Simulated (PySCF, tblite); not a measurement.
Isomers of C9H14Si. Level: GFN2-xTB in tblite, geometry and Hessian alike; calculated harmonic values, unscaled, isolated species. Errors from tens to a few hundred cm⁻¹ against measured bands are possible. Modes of hydrogen on silicon can be 10 to 20 % off. One conformer each.

Electronic energies: PBE0/pcSseg-1 single points on the GFN2-xTB geometries (PySCF, gas phase).

```json
{"SMILES": "C=C[C@@]1(C)CC[Si@H]1C#CC", "electronic energy, lowest = 0 (kJ/mol)": "245.9"}
{"SMILES": "C1=C[SiH2]C(C2CCCC2)=C1", "electronic energy, lowest = 0 (kJ/mol)": "105.5"}
{"SMILES": "CCc1cccc(C[SiH3])c1", "electronic energy, lowest = 0 (kJ/mol)": "0.0"}
{"SMILES": "CCCC#CC1=C[SiH2][C@H]1C", "electronic energy, lowest = 0 (kJ/mol)": "271.1"}
```

Question: How do GFN2-xTB zero-point energies change the relative energies?

Answer: 
```
                   SMILES  ZPE (kJ/mol)  of it from modes above 1550 cm⁻¹  electronic (kJ/mol)  with ZPE, lowest = 0 (kJ/mol)  lowest mode (cm⁻¹)  rings
      CCc1cccc(C[SiH3])c1         511.3                             258.9                  0.0                            0.0                  32      1
  C1=C[SiH2]C(C2CCCC2)=C1         524.1                             261.6                105.5                          118.4                  30      2
C=C[C@@]1(C)CC[Si@H]1C#CC         515.3                             272.4                245.9                          249.8                 14i      1
  CCCC#CC1=C[SiH2][C@H]1C         512.0                             265.7                271.1                          271.8                 14i      1
```

The zero-point energies span 12.8 kJ/mol, from `CCc1cccc(C[SiH3])c1` to `C1=C[SiH2]C(C2CCCC2)=C1`. Slightly imaginary modes are left out of the zero-point energy: `C=C[C@@]1(C)CC[Si@H]1C#CC` 14.0i cm⁻¹ and `CCCC#CC1=C[SiH2][C@H]1C` 13.8i cm⁻¹. The order is unchanged.

Question: And how do the electronic energies of GFN2-xTB itself compare?

Answer: `CCc1cccc(C[SiH3])c1` 0.0; `C1=C[SiH2]C(C2CCCC2)=C1` 111.6; `C=C[C@@]1(C)CC[Si@H]1C#CC` 308.6; `CCCC#CC1=C[SiH2][C@H]1C` 280.5 kJ/mol, lowest = 0. Against the energies above, taken from the same isomer `CCc1cccc(C[SiH3])c1`, the largest difference is 62.7 kJ/mol.
